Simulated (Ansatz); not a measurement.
Reaction (formal exchange of groups at a Ge–Cl bond): `[F][Ge][Cl]` + `CC(C)CF` → `C[CH](C)[Ge][F]` + `FCCl`

Program: Ansatz. Geometries: PBE0-D4/def2-TZVP. ΔE: electronic, gas phase. CCSD(T)/CBS adds triple-zeta CCSD(T) − MP2 to the extrapolated MP2 energy (def2 sets, frozen cores). This one scheme is used for every species. DFT in def2-TZVPP. For Ge outer-core shells are correlated without core-valence functions, which leaves a few kJ/mol of doubt a bond. Scalar relativity is left out up to krypton. One conformer a species, not always the lowest.

CCSD(T)/CBS gives +190.1 kJ/mol.

Another level gave +199.8 kJ/mol. Which?
A. CAM-B3LYP/def2-TZVPP
B. MP2/def2-TZVPP
C. RPA@PBE/def2-TZVPP
D. B97M-V/def2-TZVPP

A. CAM-B3LYP 199.8, MP2/def2-TZVPP 191.3, RPA@PBE/def2-TZVPP 184.8, B97M-V 204.2 kJ/mol.

What do rigid-rotor, harmonic-oscillator terms from PBE0-D4/def2-TZVP frequencies (298.15 K, 1 bar) make of the CCSD(T)/CBS value? (Best estimate.)

The calculation gave: ΔZPE = -5.7 kJ/mol, ΔH = +186.2 kJ/mol, ΔS = 19 J/(mol·K), ΔG = +180.4 kJ/mol. Modes under 50 cm⁻¹ make the entropy rough.

Largest T1 diagnostic among the species: 0.014.

At CCSD(T), def2-SVP lies +12.3 kJ/mol from the extrapolated value and def2-TZVPP −0.9 kJ/mol. Leaving LDA and LC-ωPBE aside and taking each functional with its dispersion term where it has one, the values, not all of them listed here, spread over 19.1 kJ/mol, from revPBE-D4 to B97M-V. The D4 term adds −3.6 kJ/mol with B3LYP and −1.8 kJ/mol with PBE0; it sums over pairs of atoms, weighted by their polarisabilities, and B3LYP, whose exchange is more repulsive, gets the larger term.

B3LYP here is the variant with VWN-RPA as its local correlation; programs differ in this.
